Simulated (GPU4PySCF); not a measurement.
N-phenylbenzimidazole (C₁₃H₁₀N₂), SMILES c1ccccc1-n1cnc2c1cccc2.

Geometry optimised at r2SCAN-D4/def2-TZVP. Other conformers were not sampled.

Vertical ionisation energy (IE) and electron affinity (EA) in eV. Rows of orbital energies are one-electron estimates. Where ΔSCF, EOM or ADC give a negative EA the extra electron is unbound and the value depends on the basis.

```tsv
level	IE	EA
−ε(HOMO), −ε(LUMO), B3LYP/def2-TZVPD (GPU4PySCF)	6.29	1.12
−ε(HOMO), −ε(LUMO), PBE/def2-TZVPD (GPU4PySCF)	5.58	1.82
```
